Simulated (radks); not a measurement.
Results of a calculation; reference values are marked as such.
Task: Fe19+, configuration [He] 2s2 2p3. Level of theory: scalar-relativistic Kohn-Sham, PBE, spin-unpolarised, spherical densities, point nucleus (a radial shooting solver on a logarithmic mesh with Libxc functionals). Some entries of the table are withheld. Estimate them.

| orbital | occ. | eigenvalue (hartree) | <r> (bohr) | <1/r> (bohr^-1) |
|---|---|---|---|---|
| 1s | 2 | -292.3121 | 0.05827 | 26.03 |
| 2s | 2 | (1) | 0.2517 | 5.922 |
| 2p | 3 | -55.89623 | (2) | (3) |

Result: 
(1) 2s eigenvalue (hartree): -59.35772
(2) 2p <r> (bohr): 0.2180
(3) 2p <1/r> (bohr^-1): 5.811
